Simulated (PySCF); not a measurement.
A calculated (B3LYP, PySCF 2.14, aug-cc-pVDZ-DK, scalar relativity by spin-free X2C-1e) atom or ion has these occupied shells.

```csv
shell,electrons,orbital energy (eV),"rms radius, mean of both spins (bohr)"
1s α,1,-14236.7,0.0478
1s β,1,-14236.4,0.0478
2s α,1,-1924.6,0.199
2s β,1,-1924.4,0.199
2p α,3,-1706.5,0.177
2p β,3,-1706.1,0.177
3s α,1,-312.88,0.567
3s β,1,-312.37,0.567
3p α,3,-242.83,0.583
3p β,3,-242.21,0.583
3d α,5,-126.44,0.613
3d β,5,-125.90,0.613
4s α,1,-62.815,1.56
4s β,1,-58.396,1.56
4p α,3,-46.033,1.77
```

(1) Name the element and its charge.

Answers

(1) Kr³⁺ (krypton, charge +3), in [Ar] 3d10 4s2 4p3, high-spin 4S determinant.
